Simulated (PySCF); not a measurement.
A calculated (LDA, PySCF 2.14, cc-pVDZ-DK, scalar relativity by spin-free X2C-1e) atom or ion has these occupied shells.

| shell | electrons | orbital energy (eV) | rms radius, mean of both spins (bohr) |
| --- | --- | --- | --- |
| 1s α | 1 | -849.19 | 0.183 |
| 1s β | 1 | -848.14 | 0.183 |
| 2s α | 1 | -56.395 | 0.958 |
| 2s β | 1 | -54.270 | 0.958 |
| 2p α | 3 | -33.351 | 1.01 |
| 2p β | 2 | -31.202 | 1.01 |

(1) Name the element and its charge.

Results:

(1) Ne⁺ (neon, charge +1), in [He] 2s2 2p5, 2P determinant.
